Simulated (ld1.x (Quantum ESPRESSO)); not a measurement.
## Before and after: PAW potential for Sn (Z = 50)

| Property | Result |
| --- | --- |
| Element | tin |
| Generator | ld1.x (Quantum ESPRESSO) 7.5 |
| Type | PAW |
| Functional | PBEsol |
| Relativity | scalar-relativistic |
| Frozen core | [Kr] 4d10 |
| Valence charge | 4 |
| Reference configuration | 5s2 5p1 (charge +1) |
| Partial waves | 5s (bound): rcut 1.80, rcutus 2.30 bohr; 5s channel at 0.5 Ry: rcut 1.80, rcutus 2.30 bohr; 5p (bound): rcut 2.35, rcutus 2.65 bohr; 5p channel at -0.1 Ry: rcut 2.35, rcutus 2.65 bohr |
| Local potential | all-electron potential smoothed inside 1.80 bohr (lloc = -2) |
| Core correction | a·sin(br)/r model core inside 1.15 bohr |
| Augmentation charge | PSQ, inside the norm-conserving radii |

Change: core correction a·sin(br)/r model core inside 2.80 bohr.

Cutoffs: the cutoffs (Ry, on a coarse ladder) from which the occupation-weighted sum of valence levels, in a spherical-Bessel basis at the reference potential, stays within 10 and 1 mRy of its value at 400 Ry; they do not see the model core or the augmentation charge, which bear on the density cutoff. Errors are all-electron minus pseudo energies relative to the spin-unpolarised reference configuration.

How do hardness, ghosts and transferability respond?

Both files are so soft that the ladder of cutoffs tells neither apart; both files keep a bound ghost (d); of the 7 tests that both files solve, the error grows in 0 and shrinks in 3 by more than 15 % and 0.3 meV (median size 15.6 → 13.7 meV). A wider model core is smoother and lowers the density cutoff, which this test does not measure.

| quantity | base | changed |
| --- | --- | --- |
| cutoff, loose | 6 Ry | 6 Ry |
| cutoff, tight | 8 Ry | 8 Ry |
| bound ghosts | d | d |
| error for 5s2 5p2, meV [ΔE -6.90 eV] | -6.8 | -5.5 |
| error for 5s2 5p0, meV [ΔE 13.97 eV] | -35 | -33 |
| error for 5s1 5p0, meV [ΔE 44.99 eV] | -318 | -318 |
| error for 5s1 5p3, meV [ΔE 0.11 eV] | -2.7 | -1.6 |
| error for 5s2 5p1.5, meV [ΔE -4.27 eV] | -2.1 | -1.6 |
| error for 5s0 5p4, meV [ΔE 7.35 eV] | -27 | -26 |
| error for 5s1 5p2, meV [ΔE 7.69 eV] | -16 | -14 |
| s: phases at 2.91 bohr within 0.05 rad from the reference energy up to (Ry; the scan ends near 5) | 4.4 | 4.4 |
| p: phases at 2.91 bohr within 0.05 rad from the reference energy up to (Ry; the scan ends near 5) | 2.7 | 2.7 |
| lowest overlap eigenvalue by channel | s 0.39, p 0.56 | s 0.39, p 0.56 |

 A true bound ghost makes a file unfit for plane-wave use even where its test errors are small: the radial tests pick states by their node count and pass the ghost by.
